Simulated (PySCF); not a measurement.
Highest harmonic wavenumber (cm⁻¹) of eight silicon and germanium compounds: PBE-D3(BJ) beside B3LYP-D3(BJ), computed with PySCF for isolated molecules in the bases named; differences from unrounded values. The eight are the first of their class met in an unordered collection, after screening for sound electronic states; none was chosen by its value. Each level has its own optimised geometry.

```csv
molecule,basis,B3LYP-D3(BJ),PBE-D3(BJ),difference
"C2H5FO2Si, SMILES O=CC[Si@H](O)F",def2-SVP,3685,3478,-207
"C2H7NOSi2, SMILES CC1=N[SiH2]O[SiH2]1",def2-SVP,3136,3081,-55
"CH5FO2Si2, SMILES F[Si@H]1OC[SiH2]O1",def2-SVP,3085,3019,-66
"C3H8O2Si, SMILES C/C=C/O[SiH2]O",def2-SVP,3870,3761,-109
"C3H9NSi2, SMILES [SiH3][SiH2][C@H](C#C)N",def2-SVP,3569,3487,-81
"C₂H₉NOSi₂, SMILES O(C=C)[SiH2]N[SiH3]",def2-SVP,3555,3488,-67
"C2H4FNOSi, SMILES O=C/N=C/[SiH2]F",def2-SVP,2994,2918,-77
"C3H8Si2, SMILES C=C1C[SiH2][SiH2]1",def2-SVP,3203,3145,-58
```

PBE-D3(BJ) lies below B3LYP-D3(BJ) in 8 and above it in 0 of the eight; the mean signed difference is -90 and the largest -207 cm⁻¹.
